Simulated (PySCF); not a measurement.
Br₃ORe, neutral, multiplicity 3. Atoms are numbered in the order given.

```xyz
5

Re     0.0000     0.0000    -0.4755
O      0.0000     0.0000    -2.1453
Br     1.8951    -1.0942     0.5031
Br     0.0000     2.1883     0.5031
Br    -1.8951    -1.0942     0.5031
```
Charge 0, spin multiplicity 3.

Geometry: PBE0-D3(BJ)/def2-SVP. The spin state was assumed, not searched. The def2 effective core potentials stand for the cores of Re; spin–orbit coupling is left out.

These are TDA-LC-ωPBE/def2-SVPD (PySCF 2.14.0) values and carry that method's errors.

Vertical excitations; the highest root listed may be one member of a degenerate set. 

Computed lowest excited states:
```json
[
 {"state": "root 1", "energy (eV)": "2.02", "λ (nm)": "613", "f": "0.000", "main pairs": "α HOMO→LUMO 46 %, α HOMO−1→LUMO+1 46 %"},
 {"state": "root 2", "energy (eV)": "2.19", "λ (nm)": "567", "f": "0.000", "main pairs": "α HOMO−1→LUMO+1, α HOMO→LUMO (degenerate set)"},
 {"state": "root 3", "energy (eV)": "2.19", "λ (nm)": "567", "f": "0.000", "main pairs": "α HOMO→LUMO+1, α HOMO−1→LUMO (degenerate set)"},
 {"state": "root 4", "energy (eV)": "2.34", "λ (nm)": "529", "f": "0.004", "main pairs": "α HOMO−1→LUMO 45 %, α HOMO→LUMO+1 45 %"},
 {"state": "root 5", "energy (eV)": "2.54", "λ (nm)": "488", "f": "0.004", "main pairs": "α HOMO→LUMO+2 (degenerate set)"},
 {"state": "root 6", "energy (eV)": "2.54", "λ (nm)": "488", "f": "0.004", "main pairs": "α HOMO−1→LUMO+2 (degenerate set)"},
 {"state": "root 7", "energy (eV)": "3.94", "λ (nm)": "315", "f": "0.040", "main pairs": "β HOMO→LUMO (degenerate set)"},
 {"state": "root 8", "energy (eV)": "3.94", "λ (nm)": "315", "f": "0.040", "main pairs": "β HOMO→LUMO+1 (degenerate set)"},
 {"state": "root 9", "energy (eV)": "4.02", "λ (nm)": "308", "f": "0.000", "main pairs": "β HOMO−2→LUMO 48 %, β HOMO−1→LUMO+1 48 %"},
 {"state": "root 10", "energy (eV)": "4.19", "λ (nm)": "296", "f": "0.009", "main pairs": "β HOMO−1→LUMO 44 %, β HOMO−2→LUMO+1 44 %, β HOMO−3→LUMO+1 8 %"}
]
```
Unrestricted roots are not spin-pure.
